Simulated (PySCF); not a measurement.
**Where the electron goes**

Species: Sn(iPr)H3, C3H10Sn.
Geometry (PBE0-D3(BJ)/def2-SVP, Å), atoms numbered from 1 in this order:
```
atom  x, y, z in Å
Sn1    0.172    0.351   -1.816
C2     0.176    0.322    0.360
C3     0.983   -0.859    0.884
C4    -1.245    0.340    0.907
H5     0.684    1.259    0.649
H6     2.023   -0.851    0.522
H7     0.536   -1.822    0.586
H8     1.019   -0.851    1.988
H9    -1.241    0.370    2.011
H10   -1.819    1.213    0.558
H11   -1.805   -0.563    0.613
H12    1.782    0.359   -2.418
H13   -0.653    1.740   -2.401
H14   -0.632   -1.052   -2.400
```

Method: TDDFT wB97X-D/def2-SVPD, vertical, gas phase, core orbitals frozen in the response, def2 core potentials past Kr (PySCF). Spin–orbit coupling is left out.

Frontier orbitals with the atoms that hold most of them (Löwdin shares over 4%, at most four atoms; ? is withheld):

| orbital | ε (eV) | atoms |
| --- | --- | --- |
| LUMO+2 | 2.49 | Sn1 51%, H12 9%, H13 9%, H14 7% |
| LUMO+1 | 1.98 | Sn1 42%, C2 14%, H14 9%, H13 8% |
| LUMO | 1.65 | ? |
| HOMO | ? | C2 35%, Sn1 22%, C4 8%, C3 8% |
| HOMO-1 | -10.65 | Sn1 40%, H14 32%, H13 14%, H12 6% |
| HOMO-2 | -10.68 | Sn1 40%, H12 30%, H13 21% |
| HOMO-3 | -11.61 | C2 26%, C4 16%, C3 16%, H5 13% |

Question: Give the leading atoms of the LUMO.

Answer: Sn1 (bonded to C and 3 H) 56%; H12 (bonded to Sn) 9%; H13 (bonded to Sn) 9%; H14 (bonded to Sn) 8%. By element: tin 56%, hydrogen 27% or more.

Question: What is the HOMO energy, and the HOMO–LUMO gap?

Answer: ε(HOMO) = -9.25 eV; the gap is 10.90 eV (0.4005 hartree).

Question: How does S1 compare with the orbital gap of 10.90 eV?

Answer: S1 is at 6.95 eV (f = 0.0038), 3.94 eV below the gap, made of HOMO→LUMO (66%), HOMO→LUMO+1 (32%). 

Next come S2 at 7.45 eV (f 0.014), HOMO→LUMO+2 (79%); S3 at 7.56 eV (f 0.041), HOMO→LUMO+3 (82%); S4 at 7.56 eV (f 0.473), HOMO→LUMO+1 (46%), HOMO→LUMO (25%), HOMO→LUMO+2 (10%); S5 at 8.09 eV (f 0.022), HOMO-1→LUMO+1 (60%), HOMO-1→LUMO (18%).

Orbitals of the list HOMO-3 to LUMO+2 that lie within 0.01 eV of each other are written together with a slash and their weights summed (≥ marks a lower bound); for degenerate orbitals outside that list single weights are arbitrary.
